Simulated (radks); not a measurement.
Results of a calculation; reference values are marked as such.
These are the eigenvalues of the occupied orbitals of an atom or ion with whole-number occupations (Ry). Level of theory: scalar-relativistic Kohn-Sham, PBE, spin-polarised, spherical densities, finite nucleus; Fermi nuclear charge, rms radius of each element as measured or else 0.836 A^(1/3) + 0.57 fm (a radial shooting solver on a logarithmic mesh with Libxc functionals).

| orbital | eigenvalue |
|---|---|
| 1s | -22.67750 |
| 2s | -2.96780 |

Which element is it, and in what charge state? The configuration may be excited. Open shells, if any, are filled with parallel spins first.

Answer. Z = 6, carbon, charge +2: C2+ in [He] 2s2. The 1s level, -11.339 hartree, gives Z - s = 4.8 by -(Z - s)^2/2, which with screening and relativity narrows Z to a few neighbours, and with so few levels the electron count can be read from the list.
